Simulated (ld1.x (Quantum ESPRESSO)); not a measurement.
Logarithmic derivatives: As (Z = 33), RRKJ

ld1.x (Quantum ESPRESSO) 7.5 input, shortened:

```
&input
   title='As', zed=33., rel=1, dft='PZ', iswitch=3,
   config='[Ar] 3d10 4s2 4p3'
 /
 &inputp
   pseudotype=2, tm=.false., lloc=0,
   nlcc=.true., rcore=0.80
 /
2
4P  2  1   3.00   0.00  1.75  1.75  0.0
4S  1  0   2.00   0.00  1.45  1.45  0.0
 &test
   configts(1)='4s2 4p3'
 /
```

The phase is arctan(r·u′/u) with u = r·R(r), unwrapped; energies in Ry, scanned from -3 to 5 Ry. A pole is an energy at which the radial function vanishes at the test radius. The pseudo phase is shifted by a multiple of π to meet the all-electron one at the reference energy, and phase errors are pseudo minus all-electron; the curves can meet again beyond the range given. Levels narrower than the energy grid can be missing from the lists of poles.

```tsv
channel	radius (bohr)	reference energy (Ry)	poles, all-electron	poles, pseudo	unbroken range about the reference energy with phases within 0.05 rad	phase error 1 Ry above the reference energy (rad)
s	1.91	-1.08	2.00	1.88	below 4.6	-0.003
p	1.91	-0.39	3.66	3.75	the whole range	+0.001
```

Phases in the s channel:

| E (Ry) | all-electron | pseudo |
| --- | --- | --- |
| -3.00 | 1.041 | 1.038 |
| -2.76 | 0.980 | 0.977 |
| -2.52 | 0.900 | 0.896 |
| -2.28 | 0.790 | 0.786 |
| -2.04 | 0.635 | 0.632 |
| -1.80 | 0.416 | 0.413 |
| -1.56 | 0.115 | 0.114 |
| -1.32 | -0.240 | -0.241 |
| -1.08 | -0.576 | -0.576 |
| -0.84 | -0.837 | -0.837 |
| -0.60 | -1.023 | -1.024 |
| -0.36 | -1.154 | -1.155 |
| -0.12 | -1.249 | -1.251 |
| 0.12 | -1.320 | -1.323 |
| 0.36 | -1.375 | -1.379 |
| 0.60 | -1.419 | -1.424 |
| 0.84 | -1.456 | -1.461 |
| 1.08 | -1.486 | -1.492 |
| 1.32 | -1.512 | -1.519 |
| 1.56 | -1.535 | -1.543 |
| 1.80 | -1.555 | -1.564 |
| 2.04 | -1.574 | -1.584 |
| 2.28 | -1.591 | -1.602 |
| 2.52 | -1.606 | -1.620 |
| 2.76 | -1.621 | -1.636 |
| 3.00 | -1.635 | -1.653 |
| 3.24 | -1.649 | -1.669 |
| 3.48 | -1.663 | -1.686 |
| 3.72 | -1.676 | -1.703 |
| 3.96 | -1.690 | -1.721 |
| 4.20 | -1.704 | -1.740 |
| 4.44 | -1.718 | -1.762 |
| 4.68 | -1.733 | -1.785 |
| 4.92 | -1.748 | -1.812 |
